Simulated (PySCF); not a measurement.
**Computed spin Hamiltonian**

Compound: C4H5F4O2 (doublet state).
Cartesian coordinates in Å at the GFN2-xTB level; atoms count from 1:
```
atom  x, y, z in Å
C1     2.7312    0.4238   -0.3288
O2     1.5462    0.2773    0.4262
C3     0.8623   -0.8754    0.3098
F4     1.2719   -1.7106   -0.6771
C5    -0.5790   -0.8769    0.6154
O6    -1.3175   -0.1476   -0.4396
C7    -2.5999    0.0148   -0.2127
F8    -3.1638    0.6694   -1.2199
F9    -2.8700    0.7136    0.9094
F10   -3.2778   -1.1421   -0.0661
H11    3.4524   -0.3609   -0.0834
H12    3.1352    1.3971   -0.0614
H13    2.5170    0.3851   -1.4002
H14   -0.9593   -1.9013    0.6424
H15   -0.7533   -0.3638    1.5641
```

The hyperfine couplings belong to this conformer and change with its torsions.

As a line formula: `CO[C](F)COC(F)(F)F` [radical].

Computed with UKS B3LYP, pcH-1 on C F H O, non-relativistic, mean-field spin-orbit, GIAO (PySCF). The structure is a single GFN2-xTB conformer in the gas phase; no vibrational or solvent corrections. A GFN2-xTB geometry isn't a minimum of the functional, and hyperfine couplings can be far from their values at a DFT geometry. No stability test was run, so a lower SCF solution isn't excluded.

```
g1, g2, g3        : 2.00194, 2.00419, 2.00489
g_iso             : 2.00367
Form of g         : rhombic: the two nearest values differ by 24 % of g3 − g1
⟨S²⟩              : 0.7531 (exact 0.7500)
α and β electrons : 41, 40
```

Hyperfine couplings atom by atom, in MHz; T1 to T3 are the principal values of the dipolar part:

| atom | isotope | a_iso | T1 | T2 | T3 | Mulliken spin population |
| --- | --- | --- | --- | --- | --- | --- |
| C1 | 13C | -5.8 | -1.7 | -0.9 | 2.6 | -0.01 |
| O2 | 17O | -33.4 | -66.9 | 31.7 | 35.2 | 0.13 |
| C3 | 13C | 246.1 | -73.2 | -71.8 | 145.1 | 0.77 |
| F4 | 19F | 189.3 | -217.0 | -187.8 | 404.9 | 0.05 |
| C5 | 13C | 79.4 | -3.8 | -2.1 | 5.8 | 0.00 |
| O6 | 17O | -82.3 | -14.3 | 7.1 | 7.2 | 0.03 |
| C7 | 13C | 10.3 | -1.4 | -1.2 | 2.6 | 0.00 |
| F8 | 19F | 23.7 | -10.2 | -10.0 | 20.3 | 0.00 |
| F9 | 19F | -1.0 | -1.5 | -0.5 | 2.1 | 0.00 |
| F10 | 19F | -1.2 | -1.4 | -0.3 | 1.7 | 0.00 |
| H11 | 1H | 18.0 | -3.8 | -3.2 | 7.1 | 0.01 |
| H12 | 1H | -1.6 | -3.0 | -2.7 | 5.7 | 0.00 |
| H13 | 1H | 18.7 | -3.2 | -2.7 | 5.9 | 0.01 |
| H14 | 1H | 5.4 | -7.4 | -3.6 | 11.0 | 0.00 |
| H15 | 1H | 7.5 | -7.3 | -3.7 | 11.0 | 0.00 |

The largest Mulliken spin populations are on C3 (+0.77) and O2 (+0.13). No atom but C3 exceeds +0.15. The angles at C3 add up to 351.1°, so it is slightly pyramidal.

Under fast tumbling the dipolar parts average out, and these isotropic splittings remain: 1 × 19F (F4, I = 1/2, 2 lines) with 6.75 mT, 3 × 1H (H11/H12/H13, I = 1/2, 4 lines) with 0.42 mT, 3 × 19F (F8/F9/F10, I = 1/2, 4 lines) with 0.26 mT and 2 × 1H (H14/H15, I = 1/2, 3 lines) with 0.23 mT.

Nuclei that the bonding pattern makes equivalent are averaged, as if the motion that swaps them (rotation, inversion, ring flip) were fast. The three 19F nuclei of mean +7.2 MHz run from -1.2 to 23.7 MHz in the frozen geometry. The three 1H nuclei of mean +11.7 MHz run from -1.6 to 18.7 MHz in the frozen geometry.

The 13C coupling of C3 (246.1 MHz) shows only in satellite lines or after enrichment, since that isotope makes up about 1.07 % of natural carbon.

The 17O coupling of O6 (-82.3 MHz) shows only in satellite lines or after enrichment, since that isotope makes up about 0.038 % of natural oxygen.
